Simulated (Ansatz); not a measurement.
Species: BaCl (charge 0, doublet). SMILES: [Cl][Ba]
Coordinates optimised at B3LYP-D3(BJ)/def2-TZVP (Ansatz, a program for electronic structure):
```xyz
2

Ba     0.0000     0.0000    -0.6289
Cl     0.0000     0.0000     2.0715
```
Charge 0, spin multiplicity 2.

Wanted: vertical electron affinity (to the singlet state of charge -1; a negative value means that the extra electron is unbound and the number depends on the basis; each state is the SCF solution reached for its spin; for the singlet the Hartree-Fock reference is unstable and T1 is 0.017), in eV. Cores are frozen in the correlated levels unless marked. UHF or UKS for open shells. No spin-orbit coupling. The frozen core is the preceding noble-gas configuration, with the filled d and f shells of earlier blocks. The outer core of K, Ca and their heavier congeners is not correlated, a term that matters for these elements. Past Kr the def2 sets carry scalar-relativistic core potentials. Anions need diffuse functions: def2-D sets add few. CBS(X,Y): correlation extrapolated as X^-3; Hartree-Fock from the larger set.

| level | program | vertical electron affinity (eV) |
|---|---|---|
| B3LYP/def2-TZVPD | Ansatz | 0.94 |
| CAM-B3LYP/def2-TZVPD | Ansatz | 0.88 |
| wB97M-V/def2-TZVPD | Ansatz | 0.95 |
| wB97X/def2-TZVPD | Ansatz | 1.12 |
| CCSD/def2-SVPD | Ansatz | 0.91 |
| CCSD/CBS(def2-TZVPPD,def2-QZVPPD) | Ansatz | 0.90 |
